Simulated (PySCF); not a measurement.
Cl4HSi2, charge +1, multiplicity 1. Atoms are numbered in the order given.

```xyz
7

Cl     1.9098    -2.0422    -0.5559
Si     0.9748    -0.3004    -0.2431
Cl     2.1066     1.1523     0.5366
Si    -1.3977    -0.0236    -0.4649
Cl    -1.9101    -0.7706     1.3640
Cl    -1.6480     1.9762    -0.6674
H     -1.8686    -0.8312    -1.6030
```
Charge +1, spin multiplicity 1.

Coordinates come from a B3LYP-D3(BJ)/def2-SVP optimisation. The spin state was assumed, not searched. The isomer is the one that the SMILES or the coordinates give; other isomers of the formula were not compared. The values are those of a single conformer.

Method: PBE/def2-TZVP run with PySCF.

ESP charges are fitted to the potential on shells at 1.4 to 2.0 van der Waals radii. Atomic charges (e):

```tsv
atom	ESP fit	Mulliken	meta-Löwdin
Cl1	0.18	0.05	-0.04
Si2	0.27	0.52	0.73
Cl3	0.16	0.06	-0.04
Si4	0.01	0.36	0.65
Cl5	0.11	-0.04	-0.14
Cl6	0.12	-0.04	-0.14
H7	0.16	0.09	-0.02
```

Problem. Give the Mayer and Wiberg (Löwdin basis) orders of the bonds. (The exact figures need the calculation; the answer reports its results.)

Solution. 
```
bond     Mayer  Wiberg
-------  -----  ------
Cl1–Si2   1.47    2.17
Si2–Cl3   1.48    2.17
Si2–Si4   0.78    1.03
Si4–Cl5   1.28    1.94
Si4–Cl6   1.34    2.00
Si4–H7    0.88    0.91
```
